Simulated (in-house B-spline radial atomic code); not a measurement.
The erbium ion Er³⁺: [Kr] 4d9 4f10 5s2 5p6 6s1 6p1 (an excited or competing configuration)

Method: Dirac-Hartree-Fock, average of configuration, Fermi nucleus of rms radius 5.2516 fm. Calculated with a B-spline radial code for spherical atoms.

Screening seen three ways: the hydrogenic charge with the same mean radius, Z_r = [3n² - l(l+1)]/(2<r>), the one with the same energy, Z_e = n√(-2ε), and Slater's rules. Values are occupation-weighted means over j. An effective charge above Z reflects the relativistic contraction of the inner shells.

```tsv
shell	electrons	ε (eV)	<r> (bohr)	Z_r	Z_e	Slater
1s	2	-57898	0.02037	73.65	65.23	67.70
2s	2	-9908.6	0.08582	69.91	53.97	63.85
2p	6	-8805.6	0.07638	65.47	50.88	63.85
3s	2	-2327	0.2242	60.22	39.23	56.75
3p	6	-1981.2	0.2232	56.00	36.20	56.75
3d	10	-1527.9	0.2038	51.51	31.79	46.85
4s	2	-535.99	0.5058	47.45	25.11	40.25
4p	6	-417.66	0.5342	43.05	22.16	40.25
4d	9	-253.46	0.5764	36.43	17.26	29.20
5s	2	-111.99	1.192	31.46	14.34	14.60
5p	6	-77.773	1.35	27.04	11.95	14.60
4f	10	-74.263	0.6843	26.31	9.35	19.85
6s	1	-32.02	2.797	19.31	9.20	5.85
6p	1	-24.793	3.288	16.12	8.10	5.85
```

The least bound orbital is 6p3/2 at -24.43 eV, and it is also the most diffuse (<r> = 3.334 bohr). The part-filled 4d shell lies below the filled 5p shell in orbital energy.

Spin-orbit splittings of the orbital energies (j = l + 1/2 above j = l - 1/2 when positive): 2p 919.1 eV, 3p 196.6 eV, 3d 42.46 eV, 4p 45.2 eV, 4d 8.419 eV, 5p 7.288 eV, 4f 1.334 eV, 6p 1.09 eV.

For the 1s electron the small component carries 6.48 % of the norm, the zero-frequency Breit interaction raises the level by 184.1 eV, self-energy by 112 eV, and vacuum polarisation lowers it by 19.37 eV.
